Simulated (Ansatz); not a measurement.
Born–Oppenheimer molecular dynamics of H4OSn (6 atoms, charge 0, multiplicity 1). It starts at the highest image of a converged band, a first-order saddle point between two minima.

These are results of RKS B3LYP/def2-SVP (Ansatz), not measurements.

* ensemble: NVE (velocity Verlet)
* time step: 0.5 fs
* steps asked: 200
* starting velocities drawn for: 100 K
* seed: 5491

First frame:

```xyz
6
Properties=species:S:1:pos:R:3
Sn -0.333 0.087 0.493
H 1.035 -0.030 1.546
H 1.585 0.103 0.173
H -0.325 1.372 -0.637
O -0.739 -1.596 -0.534
H -1.284 -2.181 0.010
```

Question: How far do the bonds stretch over the last three quarters of this one trajectory? (Pairs bonded in most of those frames.)

Answer: 
```tsv
bond	mean (Å)	spread (Å)	shortest	longest
Sn1–H4	1.806	0.037	1.75	1.87
Sn1–O5	2.026	0.017	2.00	2.05
H2–H3	0.823	0.135	0.60	0.99
O5–H6	0.971	0.006	0.96	0.98
```

Mean temperature of the second half: 3308 K. The conserved energy stayed within 3.5 meV per atom of its start (net change -1.5 meV per atom), so there is no drift, though single steps change it by up to 27 meV in the whole system, a sign of fast motions only just resolved. The kinetic energy rose, since the run started high on the potential surface and went downhill. It ends in pieces (H2 + H2OSn), so much of that is their flight and rotation, not heat. A run of 0.1 ps of so small a system gives no equilibrium averages. The orbitals stay closed-shell, which can raise the energy where a bond breaks towards radicals; this wasn't checked here.

Time of the run: 5.9 min on 1 thread of Arm Neoverse V1, with other jobs on the host, peak memory 0.11 GiB.
